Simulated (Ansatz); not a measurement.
A structure relaxed at PBE0-D4/def2-TZVP, charge 0, multiplicity 1:

```tsv
atom	x (Å)	y (Å)	z (Å)
C1	1.500	-0.348	0.793
C2	0.251	-0.056	0.131
N3	-0.741	0.175	-0.394
Cu4	-2.332	0.542	-1.234
Cl5	-4.138	0.956	-2.184
H6	1.433	-1.313	1.298
H7	1.718	0.427	1.529
H8	2.308	-0.383	0.060
```

(1) Give its formula and SMILES.

(2) Point group (tolerance 0.08 Å, 0.16 Å for H)?

(3) Summarise the bond lengths by kind.

## Answers

(1) C2H3ClCuN, `CC#[N+][Cu-][Cl]`.

(2) C3v.

(3) 1 × C–C 1.443 Å; 3 × C–H 1.091 Å; 1 × C–N 1.146 Å; 1 × Cu–N 1.836 Å; 1 × Cl–Cu 2.083 Å.

Computed with Ansatz.
